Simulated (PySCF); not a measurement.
UHF on Cd (cadmium, neutral)

Configuration: [Kr] 4d9 5s2 5p1, one real determinant (an excited configuration). All numbers are calculated (PySCF 2.14, a scalar-relativistic core potential, in aug-cc-pVTZ-PP with ECP28MDF (6s6p5d3f2g, 88 functions)).

```json
{
  "Total energy": "-166.442593 hartree",
  "One-electron energy": "-293.0037 hartree",
  "Hartree (Coulomb) energy": "140.8648 hartree",
  "Exchange energy": "-14.3036 hartree",
  "⟨S²⟩": "2.0145",
  "⟨L²⟩": "8.052",
  "Sum of ⟨r⟩": "28.01 bohr",
  "Sum of ⟨r²⟩": "58.09 bohr²",
  "Traceless quadrupole moment −½Σ⟨3z² − r²⟩ along its main axis": "-6.42 e·bohr²"
}
```

```
shell  electrons  mean orbital energy (hartree)  spread (hartree)  rms radius, mean of both spins (bohr)
 4s α          1                       -5.11201                 0                                  0.942
 4s β          1                       -5.02148                 0                                  0.942
 4p α          3                       -3.43502           0.07249                                   1.03
 4p β          3                       -3.32647           0.07234                                   1.03
 4d α          5                       -0.96376           0.07550                                   1.33
 4d β          4                       -0.91714           0.03694                                   1.33
 5s α          1                       -0.41883                 0                                   3.02
 5s β          1                       -0.34792                 0                                   3.02
 5p α          1                       -0.20923                 0                                   3.98
```

⟨L²⟩ = 8.05 against 12 for a pure F term, so this real determinant mixes terms. Energies and moments cover only the electrons outside the core potential.
